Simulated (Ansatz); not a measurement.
Computed with Ansatz on PBE0-D4/def2-TZVP structures; ΔE is electronic, products minus reactants. CBS: MP2 limit from def2 TZ/QZ plus the TZ coupled-cluster correction, frozen cores. DFT in def2-TZVPP. B3LYP here is the variant with VWN-RPA as its local correlation; programs differ in this. For Ge outer-core shells are correlated without core-valence functions, which leaves a few kJ/mol of doubt a bond. Scalar relativity is left out up to krypton. Each species was taken in one conformer, which may not be the lowest.

`OB[SiH]1C[SiH2]1` + `C[SiH](O)[O][GeH2][OH]` → `CB[SiH]1C[SiH2]1` + `[OH][GeH2][O][SiH](O)O`  (redistribution)

| level | ΔE (kcal/mol) | difference from CCSD(T)/CBS |
| --- | --- | --- |
| PBE-D4 | -5.0 | -0.1 |
| r2SCAN-D4 | -5.1 | -0.2 |
| PBE0-D4 | -4.5 | 0.4 |
| B3LYP-D4 | -2.1 | 2.8 |
| ωB97X-V | -1.1 | 3.8 |
| ωB97M-V | -3.8 | 1.1 |
| PBE | -4.5 | 0.4 |
| r2SCAN | -5.0 | -0.1 |
| HF/def2-TZVPP | 5.8 | 10.7 |
| MP2/def2-TZVPP | -6.6 | -1.7 |
| SCS-MP2/def2-TZVPP | -4.2 | 0.7 |
| CCSD(T)/def2-TZVPP | -4.1 | 0.8 |
| HF/def2-QZVPP | 5.5 | 10.4 |
| MP2/def2-QZVPP | -7.1 | -2.2 |
| SCS-MP2/def2-QZVPP | -4.6 | 0.3 |
| HF/CBS(def2) | 5.4 | 10.3 |
| CCSD(T)/CBS | -4.9 | 0 |

Largest T1 diagnostic among the species: 0.015.

In def2-TZVPP, CCSD(T) changes the Hartree–Fock value by −9.9 kcal/mol (the triples alone add −1.6 kcal/mol) and MP2 by −12.4 kcal/mol. The D4 term adds −0.8 kcal/mol with B3LYP and −0.3 kcal/mol with PBE0; it sums over pairs of atoms, weighted by their polarisabilities, and B3LYP, whose exchange is more repulsive, gets the larger term.
